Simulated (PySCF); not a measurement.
Property card for `FC(=C=S)CN[C@@H]1[CH]C1` [radical]

Species: C6H7FNS (doublet state).
Z-matrix (Å and degrees, GFN2-xTB geometry), rows numbered from 1:
```
F 
C   1  1.3642
C   2  1.3008  1  123.06
S   3  1.5628  2  171.08  1  -172.28
C   2  1.5220  1  112.96  3   176.97
N   5  1.4297  2  109.56  1   -75.82
C   6  1.4142  5  122.39  2  -138.05
C   7  1.4594  6  119.99  5  -134.08
C   8  1.4638  7   63.54  6  -108.27
H   5  1.0991  2  106.68  1    46.62
H   5  1.0909  2  108.92  1   164.41
H   6  1.0105  5  114.78  2    74.37
H   7  1.0829  6  112.35  5    17.44
H   8  1.0748  7  126.49  9   115.31
H   9  1.0846  7  121.36  8  -108.05
H   9  1.0805  7  113.90  8   111.38
```

From GFN2-xTB geometry:

- Point group of the GFN2-xTB geometry: C1
- Rotational constants A, B, C of the GFN2-xTB geometry: 2.305, 0.626, 0.528 GHz

From UKS B3LYP, pcH-1 on C F H N S, non-relativistic, mean-field spin-orbit, GIAO (PySCF):

* Isotropic g value: 2.00277
* Principal g values: 2.00222, 2.00270, 2.00338
* Spin squared ⟨S²⟩: 0.754
* Largest Mulliken spin population: 0.86 on C8
* Largest isotropic hyperfine couplings (means over sets of like nuclei): 13C +249.6 (C8), 1H +101.1 (H16), 1H +53.8 (H13), 1H +40.1 (H15), 13C -20.7 (C9) MHz

Monoisotopic mass from the formula: 144.0283 u.

g_iso is shifted by about +450 ppm from the free-electron value 2.002319; the principal values span 0.0012. With B = h/(8π²I), that is 505.379 GHz u Å² over I, the principal moments of inertia are 219.3, 807.9 and 956.4 u Å² (most abundant isotopes). At 9.50 GHz, hν = g·μB·B₀ (B₀ the magnetic field) puts the centre of the isotropic spectrum, to first order, at 338.9 mT. The rotational constants make it an asymmetric top with κ = (2B − A − C)/(A − C) = -0.89, nearer the prolate limit (−1). ⟨S²⟩ is 0.004 above the pure-spin value S(S + 1) = 0.75.

The structure is a single GFN2-xTB conformer in the gas phase; no vibrational or solvent corrections. Hyperfine couplings depend on the geometry, which wasn't re-optimised at a DFT level.
